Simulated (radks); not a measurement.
Results of a calculation; reference values are marked as such.
The mean radii <r> (bohr) of the occupied orbitals of an atom or ion are listed with their occupations. Level of theory: non-relativistic Kohn-Sham, PBE, spin-unpolarised, spherical densities, point nucleus (a radial shooting solver on a logarithmic mesh with Libxc functionals).

| orbital | occ. | <r> |
|---|---|---|
| 1s | 2 | 0.05111 |
| 2s | 2 | 0.2298 |
| 2p | 6 | 0.1997 |
| 3s | 2 | 0.6923 |
| 3p | 6 | 0.7186 |
| 3d | 10 | 0.8760 |

Name the element and its charge.

Answer. Z = 30, zinc, charge +2: Zn2+ in [Ar] 3d10. The 1s radius gives Z: for a bare nucleus <r> = 1.5/Z, 0.05 bohr for Z = 30, and screening makes it slightly larger (0.05111 here). The occupations add up to 28, and the charge is Z minus that.
